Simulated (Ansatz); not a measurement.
Cost and result up the ladder for the cluster TiS₂ (the lowest singlet isomer of a short search) (3 atoms). Charge 0, multiplicity 1. Geometry: PBE0-D4/def2-TZVP.

```xyz
3

Ti   -0.7131    0.1950    0.1606
S     0.1942    0.6023   -1.6489
S     0.5190   -0.7972    1.4883
```

Ansatz on 4 threads of Arm Neoverse V1 on a shared host. Times are rough, and most runs start from the orbitals of an earlier one. ωB97X-V/def2-TZVP serves as the yardstick here, not as an exact answer. Differences are given only for rows in sets of like size (and for xTB, whose basis is part of the method), since another set adds its own error. Binding counts from free atoms at the same level (Ti triplet, S triplet; other spins of the atoms weren't run), without zero-point energy or a counterpoise term.

The 6-31G sets use Cartesian d functions. B3LYP takes the VWN-RPA correlation. The structure comes from a short search, and lower isomers may exist.

Run but left out: HF/6-31G, B2PLYP/def2-TZVP, PBE-QIDH/def2-TZVP (restricted singlet, unstable in another Hartree–Fock run and untested here); MP2/def2-TZVP, CCSD(T)/def2-TZVPD, CCSD(T)/def2-TZVPP (restricted singlet, unstable towards broken spin symmetry).

| level | functions | wall time | binding energy per atom (eV) | difference from ωB97X-V/def2-TZVP (eV) |
| --- | --- | --- | --- | --- |
| PBE-D4/def2-SVP | 67 | 0.6 s | 3.64 | – |
| PBE0-D4/def2-SVP | 67 | 0.8 s | 3.09 | – |
| B3LYP-D4/6-31G | 55 | 0.8 s | 2.84 | – |
| PBE0-D4/def2-TZVP | 119 | 1.4 s | 3.11 | 0.13 |
| PBE0-D4/def2-TZVPD | 140 | 1.6 s | 3.11 | 0.13 |
| ωB97X-V/def2-TZVP | 119 | 3.5 s | 2.98 | 0.00 |
| B97M-V/def2-TZVP (with forces) | 119 | 4.4 s | 3.29 | 0.31 |
